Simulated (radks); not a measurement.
The nuclear charge of neutral palladium is varied continuously with 46 electrons held in [Kr] 4d10. Calculated with a radial shooting solver on a logarithmic mesh with Libxc functionals: Dirac Kohn-Sham, PBE, spin-unpolarised, spherical densities, point nucleus. By the Hellmann-Feynman theorem dE/dZ = E(electron-nucleus)/Z, the electronic potential at the nucleus.

Z      E (hartree)  E(electron-nucleus)/Z (hartree)   HOMO  e(HOMO) (eV)  <r> HOMO (bohr)
45.75  -4980.70511                         -263.926  4d5/2        -1.648            1.683
46     -5046.94088                         -265.960  4d5/2        -3.881            1.606
46.25  -5113.68456                         -267.989  4d5/2        -6.408            1.542
46.5   -5180.93526                         -270.016  4d5/2        -9.188            1.487
46.75  -5248.69236                         -272.041  4d5/2       -12.196            1.439
47     -5316.95547                         -274.064  4d5/2       -15.415            1.396

The central difference of E at Z = 46 is -265.959 hartree, to compare with the third column; the second derivative is -8.13 hartree.
